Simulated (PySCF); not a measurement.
Cd(I)(SiMe3), SMILES C[Si](C)([Cd][I])C (GFN2-xTB optimised geometry):

```
15

Cd    -1.501     2.295     0.000
I     -0.693     4.008    -2.026
Si    -0.825    -0.139     0.000
C     -1.431    -0.830    -1.692
C     -1.451    -1.286     1.404
C      1.100    -0.139     0.000
H     -0.993    -1.799    -1.911
H     -2.513    -0.950    -1.708
H     -1.162    -0.158    -2.508
H     -2.535    -1.340     1.425
H     -1.115    -0.946     2.379
H     -1.074    -2.295     1.261
H      1.498     0.137     0.975
H      1.492     0.570    -0.729
H      1.501    -1.117    -0.250
```

Level of theory: B3LYP/def2-TZVP, def2 effective core potentials past Kr (PySCF).

Task: What are the frontier orbital energies and the dipole moment?

Result: HOMO-2 -6.70 eV, HOMO-1 -6.56 eV, HOMO -6.45 eV, LUMO -2.64 eV, LUMO+1 -1.28 eV; dipole moment 4.85 D.

On the same geometry PBE/def2-TZVP, def2 effective core potentials past Kr (PySCF 2.14.0) gives HOMO-2 -5.94 eV, HOMO-1 -5.73 eV, HOMO -5.66 eV, LUMO -3.04 eV, LUMO+1 -1.70 eV; dipole moment 4.71 D.
